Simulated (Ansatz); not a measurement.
Job for Ansatz (an electronic-structure program): R-CCSD(T)/def2-SVP on H2OSSn (SMILES [OH][Sn][SH]), a point of a torsion scan. Elements past Kr take the def2 small-core potentials; no spin–orbit coupling. The run froze 15 orbitals, filled d shells among them.

Ansatz 0.2 input:
```yaml
crystal:
  periodic: [false, false, false]
  atoms:
    - {symbol: O, position_ang: [-1.57563224, 0.29154099, -0.31110622]}
    - {symbol: Sn, position_ang: [-0.23630904, -0.70704318, -1.43113686]}
    - {symbol: S, position_ang: [-1.34544030, -2.91010071, -1.50757317]}
    - {symbol: H, position_ang: [-2.21205508, 0.12856326, 0.38040628]}
    - {symbol: H, position_ang: [-2.43497709, -2.54039637, -0.85438079]}
basis:
  gaussian:
    orbitals: def2-SVP
magnetization: {spin_polarized: false}
correlation: {method: ccsd_t, electrons: outside_noble_gas}
scf: {lower_state_search: off}
```

The log:

```
WARN ansatz: RAYON_NUM_THREADS=1 ignored (pool sized by the plan → 1); use --threads N
Functional definition: HF
these checks for a lower state are left out or cut short: stability, starts, cluster_reference, orbital_swaps, neighbouring_geometries, increment
integrals: 0.05 GiB planned
737 factors; integrals over basis functions are off by at most 5.7e-4 eV
mean field: 0.16 GiB planned
mean field evaluation 1: about -18684.5044 eV, gradient 3.9e1 eV
mean field evaluation 2: about -18684.5711 eV, gradient 3.9e1 eV
mean field evaluation 4: about -18687.8386 eV, gradient 2.7e0 eV
mean field evaluation 8: about -18687.8872 eV, gradient 8.4e-2 eV
mean field -18687.88731214 eV, -686.7671916161 hartree, gradient 2.8e-6 eV, S^2 0.000000; 0 other end points of the search recorded, 0 dependent functions left out
15 core orbitals not correlated
reference -18687.88731214 eV, -686.7671916161 hartree; 9, 9 occupied and 44, 44 virtual orbitals, 737 factors
second order -10.53015055 eV of doubles, -0.00000000 eV of singles
coupled cluster: 0.12 GiB planned
cycle   1  -10.89966418 eV  change   -3.7e-1 eV  update   1.0e-1
cycle   2  -11.20279592 eV  change   -3.0e-1 eV  update   3.6e-2
cycle   3  -11.31347390 eV  change   -1.1e-1 eV  update   2.4e-2
cycle   4  -11.31192096 eV  change    1.6e-3 eV  update   7.0e-3
cycle   5  -11.30702643 eV  change    4.9e-3 eV  update   3.5e-3
cycle   6  -11.30758261 eV  change   -5.6e-4 eV  update   1.3e-3
cycle   7  -11.30724211 eV  change    3.4e-4 eV  update   4.1e-4
cycle   8  -11.30724444 eV  change   -2.3e-6 eV  update   1.2e-4
cycle   9  -11.30730397 eV  change   -6.0e-5 eV  update   6.1e-5
cycle  10  -11.30729234 eV  change    1.2e-5 eV  update   2.6e-5
cycle  11  -11.30729336 eV  change   -1.0e-6 eV  update   1.3e-5
perturbative correction -0.31605513 eV, -0.0116148118 hartree
Total energy: -18699.51066063 eV, -687.1943417944 hartree
Checks for a lower state left out: stability, starts, cluster_reference, orbital_swaps, neighbouring_geometries, increment
```

The run converged.

Cost: very roughly 1.9 core-seconds.
